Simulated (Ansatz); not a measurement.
Reaction (silylene loss): `OC(O)O[SiH3]` → `OC(O)O` + `[SiH2]`

Calculated with Ansatz (gas phase, PBE0-D4/def2-TZVP geometries, no zero-point term in ΔE). CBS: MP2 limit from def2 TZ/QZ plus the TZ coupled-cluster correction, frozen cores. This one scheme is used for every species. DFT in def2-TZVPP. B3LYP here is the variant with VWN-RPA as its local correlation; programs differ in this. Each species was taken in one conformer, which may not be the lowest.

```
             level  ΔE (kJ/mol)
            PBE-D4        312.6
          B3LYP-D4        317.8
            B2PLYP        318.8
               PBE        304.7
            r2SCAN        337.3
    MP2/def2-TZVPP        336.5
SCS-MP2/def2-TZVPP        327.5
    MP2/def2-QZVPP        340.9
```

**Question.** What does CCSD(T)/CBS give? (Best estimate.)

**Answer.** Ansatz gave: +321.1 kJ/mol. The listed levels differ from it by -8.5, -3.3, -2.3, -16.4, 16.2, 15.4, 6.4, 19.8 kJ/mol.

Largest T1 diagnostic among the species: 0.014.

From PBE to PBE0 (25 % exact exchange), in def2-TZVPP and without D4, ΔE moves by +12.0 kJ/mol. The D4 term adds +12.7 kJ/mol with B3LYP and +6.9 kJ/mol with PBE0; it sums over pairs of atoms, weighted by their polarisabilities, and B3LYP, whose exchange is more repulsive, gets the larger term.
